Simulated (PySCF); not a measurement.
A calculated (BLYP, PySCF 2.14, aug-cc-pwCVTZ-DK3 with one added diffuse shell each of s, d, f type, scalar relativity by spin-free X2C-1e) atom or ion has these occupied shells.

```csv
shell,electrons,orbital energy (eV),"rms radius, mean of both spins (bohr)"
1s β,1,-87735.0,0.0181
1s α,1,-87735.0,0.0181
2s β,1,-15695.4,0.0730
2s α,1,-15695.4,0.0730
2p α,3,-13539.8,0.0673
2p β,3,-13539.8,0.0673
3s α,1,-3771.0,0.186
3s β,1,-3770.9,0.186
3p α,3,-3148.9,0.189
3p β,3,-3148.9,0.189
3d α,5,-2481.3,0.173
3d β,5,-2481.3,0.173
4s α,1,-854.69,0.408
4s β,1,-854.68,0.408
4p α,3,-649.28,0.436
4p β,3,-649.28,0.436
4d α,5,-402.70,0.463
4d β,5,-402.69,0.463
5s α,1,-144.98,0.904
5s β,1,-144.95,0.904
4f α,7,-134.52,0.497
4f β,7,-134.51,0.497
5p α,3,-87.656,1.04
5p β,3,-87.651,1.04
5d α,5,-22.412,1.40
5d β,5,-22.388,1.40
6s β,1,-12.528,2.41
6p α,3,-4.450,3.45
```

(1) Name the element and its charge.

Results:

(1) Pb (lead, neutral), in [Xe] 4f14 5d10 6s1 6p3, 6s spin antiparallel (an excited configuration).
